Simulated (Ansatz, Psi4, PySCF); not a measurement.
aminoborane (SMILES BN) and HF (SMILES F) are pulled apart as rigid monomers along the line of their centres of mass, from the B3LYP-D3(BJ)/def2-TZVP minimum. Starting geometry (charge 0, multiplicity 1):
```xyz
8

B      0.906    -0.126     0.061
N     -0.143     0.579     0.665
H      0.663    -0.824    -0.871
H      1.999    -0.026     0.521
H      0.012     1.277     1.378
H     -1.065     0.633     0.257
F     -0.986    -1.360     2.587
H     -0.646    -0.783     1.930
```

Interaction energies with rigid monomers; basis-set methods are counterpoise corrected unless marked otherwise.

Frozen-core correlation. Rows in 6-31G* carry no dispersion term and start afresh at each structure (6-31G* with six Cartesian d functions). MP2/6-31G* freezes PySCF's default core.

The values were computed with Ansatz (Gaussian orbitals); Psi4 for SAPT; PySCF for 6-31G* rows, the dispersion terms. Values without a source in brackets are computed.

| N2···H8 (Å) | HF/aug-cc-pVTZ (kcal/mol) | r2SCAN-D4/def2-TZVPPD (kcal/mol) | MP2/6-31G* (kcal/mol) | MP2/aug-cc-pVDZ (kcal/mol) | SAPT0/jun-cc-pV(D+d)Z (kcal/mol) |
|---|---|---|---|---|---|
| 1.74 | -2.36 | -5.67 | -1.79 | -3.34 | ___ |
| 1.93 | -3.83 | -6.14 | -3.90 | -4.54 | -5.65 |
| 2.21 | ___ | -5.15 | -4.26 | -4.28 | -4.90 |
| 2.68 | -2.53 | -2.95 | -2.79 | -2.70 | -3.02 |
| 3.44 | -1.04 | -1.03 | -0.95 | -1.03 | -1.19 |

### Question
Fill in the missing entries.

### Answer

- 2.21, HF/aug-cc-pVTZ (kcal/mol): -3.85
- 1.74, SAPT0/jun-cc-pV(D+d)Z (kcal/mol): -5.16

Ansatz is a program for electronic structure.
